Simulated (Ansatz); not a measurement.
Ideal-gas functions of C$_{2}$H$_{3}$IS (`C=C(S)I`) at 800 K and 1 bar, from an Ansatz frequency run at PBE0-D4/def2-TZVP.

Molar mass 186.02 g/mol, point group Cs (symmetry number 1), electronic degeneracy 1, moments of inertia 77.987, 310.178, 388.165 u Å². Harmonic wavenumbers (cm⁻¹, unscaled): 193, 246, 312, 425, 491, 660, 764, 874, 932, 1097, 1414, 1655, 2677, 3160, 3260.

Use S(trans) = R[1.5 ln M + 2.5 ln T − 1.1517]; rotational temperatures θ = 24.2544 K / I; S(rot) = R[ln(√π/σ · √(T³/θAθBθC)) + 1.5]; for each mode x = 1.438777 ν̃/T, S = R[x/(eˣ − 1) − ln(1 − e⁻ˣ)] and H = RT x/(eˣ − 1); 1 cm⁻¹ = 0.0119627 kJ/mol; R = 8.31446 J/(mol·K).

Problem. By hand: the entropy, in J/(mol·K).

Solution. Translation 194.5. Rotation: θ = 0.311, 0.0782, 0.0625 K, giving 127.6. Vibration, mode by mode: 17.15, 15.16, 13.23, 10.75, 9.61, 7.36, 6.30, 5.36, 4.93, 3.89, 2.49, 1.76, 0.40, 0.19, 0.16, in all 98.7. Electronic 0.0. Sum 420.8 J/(mol·K).

Problem. By hand: H − E and G − E in kJ/mol, counted from the electronic energy.

Solution. Zero-point energy ½ × 18160 × 0.0119627 = 108.6; thermal vibration 41.4; translation, rotation and pV give 4 RT = 26.6. H − E = 176.6 kJ/mol, and G − E = 176.6 − 800 × 420.8/1000 = -160.0 kJ/mol.

Vibration gives 23 % of the entropy. The sum counts one conformer and one mirror image; others add a mixing term.
